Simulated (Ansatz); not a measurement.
`[F][Cd][O][SiH3]` + HCl → `[F][Cd][Cl]` + `O[SiH3]` at 400 K and 1 bar (ligand exchange at a Cd–O bond).

Gas-phase electronic energies from Ansatz, PBE0-D4/def2-TZVP geometries. CBS: MP2 limit from def2 TZ/QZ plus the TZ coupled-cluster correction, frozen cores. This one scheme is used for every species. Elements past krypton have def2 core potentials. For Cd outer-core shells are correlated without core-valence functions, which leaves a few kJ/mol of doubt a bond. One conformer a species, not always the lowest.

| species | CCSD(T)/CBS energy (Eh) | H − E (kJ/mol) | S (J/(mol·K)) |
| --- | --- | --- | --- |
| `[F][Cd][O][SiH3]` | -633.61664 | 109.6 | 383.0 |
| HCl | -460.38127 | 29.6 | 195.4 |
| `[F][Cd][Cl]` | -727.34376 | 26.7 | 297.5 |
| `O[SiH3]` | -366.69042 | 120.0 | 276.4 |

H − E and S are ideal-gas, rigid-rotor, harmonic terms from PBE0-D4/def2-TZVP, for one conformer and one mirror image of each species. 1 Eh = 2625.50 kJ/mol, R = 8.31446 J/(mol·K).

**Question.** By hand: ΔE, ΔH, ΔS and ΔG.

**Answer.** ΔE = (-727.34376) + (-366.69042) − (-633.61664) − (-460.38127) = -0.03627 Eh = -95.2 kJ/mol. Δ(H − E) = 26.7 + 120.0 − 109.6 − 29.6 = 7.5, so ΔH = -87.7 kJ/mol. ΔS = 297.5 + 276.4 − 383.0 − 195.4 = -4.5 J/(mol·K). ΔG = -87.7 − 400 × (-4.5)/1000 = -85.9 kJ/mol.

**Question.** By hand: the equilibrium constant, and the temperature at which ΔG would vanish if ΔH and ΔS stayed fixed.

**Answer.** log₁₀ K = −ΔG/(RT ln 10) = 11.2. ΔG = 0 at ΔH/ΔS = 19489 K, far beyond where these terms or the molecules hold.

The number of gas molecules stays the same, so ΔS is small and ΔH decides. A doubt of 5 kJ/mol in ΔE shifts log₁₀ K by 0.7 here. Other conformers and mirror images would add mixing entropy, several J/(mol·K) or more a flexible species. Modes under 60 cm⁻¹, often nearly free rotors, make the harmonic entropy too high. These are equilibria of isolated gas molecules and say nothing of rates. Largest T1 diagnostic: 0.016 (customary marks: 0.02 for closed shells, 0.045 for open ones).
